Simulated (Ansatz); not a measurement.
Gas-phase reaction in SMILES: Cc1ccc(C)[nH]1 -> [CH3] (CH3) + Cc1cc[c][nH]1 (the C-C bond at the site shown breaks; other sites are not compared here)
Structures are relaxed separately at B3LYP-D3(BJ)/def2-TZVP in Ansatz (a first-principles code). Markedly spin-contaminated UHF reference, which strains HF, MP2 and, less, CCSD(T): Cc1cc[c][nH]1.
Geometry of the first species:
```xyz
16

C      2.4969    -0.6045     0.1651
C      1.1302    -0.0632    -0.0704
C      0.6978     1.0297    -0.7808
C     -0.7225     1.0853    -0.6759
C     -1.1297     0.0253     0.0966
N      0.0078    -0.6630     0.4566
C     -2.4850    -0.4093     0.5332
H      2.6074    -1.6233    -0.2192
H      2.7536    -0.6242     1.2288
H      3.2324     0.0201    -0.3401
H      1.3339     1.7145    -1.3175
H     -1.3753     1.8206    -1.1173
H      0.0175    -1.4905     1.0266
H     -2.7297    -1.4142     0.1752
H     -3.2358     0.2735     0.1378
H     -2.5835    -0.4151     1.6232
```
Charge 0, spin multiplicity 1.

Quantity: bond dissociation energy (electronic energy difference), in eV. Correlated levels leave the core frozen unless marked. UHF or UKS for open shells. Spin-orbit coupling is left out. No relativistic terms. 

| level | program | bond dissociation energy (eV) |
|---|---|---|
| HF/cc-pVDZ | Ansatz | 3.65 |
| HF/cc-pVTZ | Ansatz | 3.60 |
| SVWN5/def2-TZVPD | Ansatz | 5.78 |
| PBE-D4/def2-TZVPD | Ansatz + dftd4 | 5.03 |
| BLYP-D4/def2-TZVPD | Ansatz + dftd4 | 4.84 |
| r2SCAN-D3(BJ)/def2-TZVPD | Ansatz + dftd3 | 4.71 |
| r2SCAN-D4/def2-TZVPD | Ansatz + dftd4 | 4.71 |
| B3LYP-D3(BJ)/def2-TZVPD | Ansatz + dftd3 | 4.90 |
| B3LYP-D4/def2-TZVPD | Ansatz + dftd4 | 4.90 |
| PBE0-D3(BJ)/def2-TZVPD | Ansatz + dftd3 | 5.00 |
| BHLYP/def2-TZVPD | Ansatz | 4.73 |
| CAM-B3LYP-D4/def2-TZVPD | Ansatz + dftd4 | 4.97 |
| LC-wPBE-D3(BJ)/def2-TZVPD | Ansatz + dftd3 | 4.97 |
| LC-wPBE-D4/def2-TZVPD | Ansatz + dftd4 | 4.99 |
| PBE-QIDH/def2-TZVPD | Ansatz | 5.08 |
| MP2/cc-pVDZ | Ansatz | 5.42 |
| RI-MP2/cc-pVTZ | Ansatz | 5.56 |
| SCS-MP2/STO-3G | Ansatz | 6.28 |
| SCS-MP2/6-31G* | Ansatz | 5.43 |
| CCSD/STO-3G | Ansatz | 5.45 |
